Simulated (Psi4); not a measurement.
C2H6SZn (SMILES C[CH2][Zn][SH]), singlet, geometry from GFN2-xTB (such geometries of metal compounds can be far from the true shape), atoms displaced at random by about 0.08 Å a coordinate; PBE/6-31G, gradient in Psi4.

Psi4 was given this input:
```
memory 2 GB

molecule mol {
0 1
Zn   -0.540224   -0.187525    0.149796
C     0.313648   -1.808545   -0.748338
C     1.384966   -1.223603   -1.697143
H    -0.601982   -2.286346   -1.447560
H     0.747999   -2.523994   -0.064905
H     2.208055   -0.743666   -1.211392
H     0.864697   -0.494507   -2.568035
H     1.900636   -2.053663   -2.255994
S    -0.043303    2.014084    0.867171
H    -1.151443    2.105039    1.685870
symmetry c1
no_reorient
no_com
}

set {
  basis 6-31g
  reference rks
}

gradient('pbe')
print_variables()
```

The log (banner, timings and long lists left out):

```
gradient() will perform analytic gradient computation.

   => Loading Basis Set <=

    Name: 6-31G
    Role: ORBITAL
    Keyword: BASIS

         ---------------------------------------------------------
                                   SCF
               by Justin Turney, Rob Parrish, Andy Simmonett
                          and Daniel G. A. Smith
                              RKS Reference
         ---------------------------------------------------------

  ==> Geometry <==

    Molecular point group: c1
    Full point group: C1

    Geometry (in Angstrom), charge = 0, multiplicity = 1:

       Center              X                  Y                   Z               Mass
    ------------   -----------------  -----------------  -----------------  -----------------
         ZN          -0.540224000000    -0.187525000000     0.149796000000    63.929142010000
         C            0.313648000000    -1.808545000000    -0.748338000000    12.000000000000
         C            1.384966000000    -1.223603000000    -1.697143000000    12.000000000000
         H           -0.601982000000    -2.286346000000    -1.447560000000     1.007825032230
         H            0.747999000000    -2.523994000000    -0.064905000000     1.007825032230
         H            2.208055000000    -0.743666000000    -1.211392000000     1.007825032230
         H            0.864697000000    -0.494507000000    -2.568035000000     1.007825032230
         H            1.900636000000    -2.053663000000    -2.255994000000     1.007825032230
         S           -0.043303000000     2.014084000000     0.867171000000    31.972071174400
         H           -1.151443000000     2.105039000000     1.685870000000     1.007825032230

  Running in c1 symmetry.

  Rotational constants: A =      0.26147  B =      0.05794  C =      0.04897 [cm^-1]
  Rotational constants: A =   7838.56137  B =   1736.90854  C =   1467.97717 [MHz]
  Nuclear repulsion =  295.375762270493226

  Charge       = 0
  Multiplicity = 1
  Electrons    = 64
  Nalpha       = 32
  Nbeta        = 32

  ==> Algorithm <==

  SCF Algorithm Type is DF.
  DIIS enabled.
  MOM disabled.
  Fractional occupation disabled.
  Guess Type is SAD.
  Energy threshold   = 1.00e-08
  Density threshold  = 1.00e-08
  Integral threshold = 1.00e-12

  ==> Primary Basis <==

  Basis Set: 6-31G
    Blend: 6-31G
    Number of shells: 40
    Number of basis functions: 72
    Number of Cartesian functions: 72
    Spherical Harmonics?: false
    Max angular momentum: 2

  ==> DFT Potential <==

   => LibXC <=

    Version 7.1.2
    S. Lehtola, C. Steigemann, M. J. T. Oliveira, and M. A. L. Marques,  SoftwareX 7, 1–5 (2018) (10.1016/j.softx.2017.11.002)

   => Composite Functional: PBE <=

    PBE GGA Exchange-Correlation Functional

    J.P. Perdew et. al., Phys. Rev. Lett., 77(18), 3865-3868, 1996

    Deriv               =              1
    GGA                 =           TRUE
    Meta                =          FALSE

    Exchange Hybrid     =          FALSE
    MP2 Hybrid          =          FALSE

   => Exchange Functionals <=

    1.0000     XC_GGA_X_PBE

   => Correlation Functionals <=

    1.0000     XC_GGA_C_PBE

   => LibXC Density Thresholds  <==

    XC_GGA_C_PBE:  1.00E-12
    XC_GGA_X_PBE:  1.00E-15

   => Molecular Quadrature <=

    Radial Scheme          =       TREUTLER
    Pruning Scheme         =           NONE
    Nuclear Scheme         =       TREUTLER

    Blocking Scheme        =         OCTREE
    BS radius alpha        =              1
    Pruning alpha          =              1
    Radial Points          =             75
    Spherical Points       =            302
    Total Points           =         215872
    Total Blocks           =           1632
    Max Points             =            256
    Max Functions          =             69
    Weights Tolerance      =       1.00E-15

   => Loading Basis Set <=

    Name: (6-31G AUX)
    Role: JKFIT
    Keyword: DF_BASIS_SCF

  ==> Integral Setup <==

[...]
  @DF-RKS Final Energy: -2256.44953203899922
    Total Energy =                      -2256.4495320389992230
[...]
         C            1.384966000000    -1.223603000000    -1.697143000000    12.000000000000
         H           -0.601982000000    -2.286346000000    -1.447560000000     1.007825032230
         H            0.747999000000    -2.523994000000    -0.064905000000     1.007825032230
         H            2.208055000000    -0.743666000000    -1.211392000000     1.007825032230
         H            0.864697000000    -0.494507000000    -2.568035000000     1.007825032230
         H            1.900636000000    -2.053663000000    -2.255994000000     1.007825032230
         S           -0.043303000000     2.014084000000     0.867171000000    31.972071174400
         H           -1.151443000000     2.105039000000     1.685870000000     1.007825032230

  Nuclear repulsion =  295.375762270493226

  ==> Basis Set <==

  Basis Set: 6-31G
    Blend: 6-31G
    Number of shells: 40
    Number of basis functions: 72
    Number of Cartesian functions: 72
    Spherical Harmonics?: false
    Max angular momentum: 2

  ==> DFJKGrad: Density-Fitted SCF Gradients <==

    Gradient:                    1
    J tasked:                  Yes
    K tasked:                   No
    wK tasked:                  No
    Integrals threads:           1
    Schwarz Cutoff:          1E-12
    Fitting Condition:       1E-10

   => Auxiliary Basis Set <=

  Basis Set: (6-31G AUX)
    Blend: CC-PVDZ-JKFIT + DEF2-UNIVERSAL-JKFIT
    Number of shells: 196
    Number of basis functions: 819
    Number of Cartesian functions: 819
    Spherical Harmonics?: false
    Max angular momentum: 6

  ==> DFT Potential <==

   => LibXC <=

    Version 7.1.2
    S. Lehtola, C. Steigemann, M. J. T. Oliveira, and M. A. L. Marques,  SoftwareX 7, 1–5 (2018) (10.1016/j.softx.2017.11.002)

   => Composite Functional: PBE <=

    PBE GGA Exchange-Correlation Functional

    J.P. Perdew et. al., Phys. Rev. Lett., 77(18), 3865-3868, 1996

    Deriv               =              1
    GGA                 =           TRUE
    Meta                =          FALSE

    Exchange Hybrid     =          FALSE
    MP2 Hybrid          =          FALSE

   => Exchange Functionals <=

    1.0000     XC_GGA_X_PBE

   => Correlation Functionals <=

    1.0000     XC_GGA_C_PBE

   => LibXC Density Thresholds  <==

    XC_GGA_C_PBE:  1.00E-12
    XC_GGA_X_PBE:  1.00E-15

   => Molecular Quadrature <=

    Radial Scheme          =       TREUTLER
    Pruning Scheme         =           NONE
    Nuclear Scheme         =       TREUTLER

    Blocking Scheme        =         OCTREE
    BS radius alpha        =              1
    Pruning alpha          =              1
    Radial Points          =             75
    Spherical Points       =            302
    Total Points           =         215872
    Total Blocks           =           1632
    Max Points             =            256
    Max Functions          =             69
    Weights Tolerance      =       1.00E-15

  -Total Gradient:
     Atom            X                  Y                   Z
    ------   -----------------  -----------------  -----------------
       1       -0.028890802056     0.003435507638     0.005137112609
       2        0.058850355341    -0.017356912040     0.039542448329
       3        0.034594316723    -0.003111053969     0.053534400497
       4       -0.046178796686    -0.013614173419    -0.036124749740
       5        0.002295746232     0.011475228952    -0.008975189273
       6       -0.011115112173    -0.021056364651    -0.012985591618
       7       -0.029421597951     0.031600000214    -0.043219995390
       8        0.009723389619    -0.005181526691     0.000435145373
       9        0.006680994180     0.017737916376     0.007119571493
      10        0.003401106260    -0.004006999749    -0.004317554956

  Variable Map:
  ----------------------------------------------------------------------------
[...]
  Array Variable Map:
  ----------------------------------------------------------------------------
[...]
[...]
```
